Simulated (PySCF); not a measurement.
hexafluorodisilane (F6Si2), SMILES F[Si](F)(F)[Si](F)(F)F. The structure is a stationary point at PBE-D3(BJ)/def2-SVP. The values are those of a single conformer.

Problem. Give the equilibrium geometry at PBE-D3(BJ)/def2-SVP (PySCF confirms it by a frequency run) as bond lengths and angles, and its point group. (An estimate is asked for; the answer gives what the named calculation found.)

Solution. Several could match; the one computed here: point group D3d.
Atoms: F1 Si2 F3 F4 Si5 F6 F7 F8. Bonds (Å): F1–Si2 1.617, Si2–F3 1.617, Si2–F4 1.617, Si2–Si5 2.324, Si5–F6 1.617, Si5–F7 1.617, Si5–F8 1.617. Angles (°): F1–Si2–F3 108.5, F1–Si2–F4 108.5, F1–Si2–Si5 110.5, F3–Si2–F4 108.5, F3–Si2–Si5 110.5, F4–Si2–Si5 110.5, Si2–Si5–F6 110.5, Si2–Si5–F7 110.5, Si2–Si5–F8 110.5, F6–Si5–F7 108.5, F6–Si5–F8 108.5, F7–Si5–F8 108.5.
Charge 0, spin multiplicity 1.
